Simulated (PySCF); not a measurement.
Input for PySCF: R-B3LYP/LANL2DZ on YF, 2S+1 = 1, a spin state set in the input, which need not be the lowest, a point of a bond scan (R = 1.979 Å).

```python
from pyscf import gto, scf, dft, mp
from pyscf.data.elements import chemcore

mol = gto.M(
    atom='''
    Y     0.00000000    0.00000000    0.00000000
    F     0.00000000    0.00000000    1.97945900
    ''',
    basis='lanl2dz',
    ecp={'Y': 'lanl2dz'},
    charge=0, spin=0, verbose=3, max_memory=1800)
mf = dft.RKS(mol, xc='b3lyp')
mf.conv_tol = 1e-8
mf.max_cycle = 100
mf.kernel()
if not mf.converged:
    mf = mf.newton().run(mf.mo_coeff, mf.mo_occ)
```

Problem. What total energy does the run end on?

Solution. -137.8300 hartree.
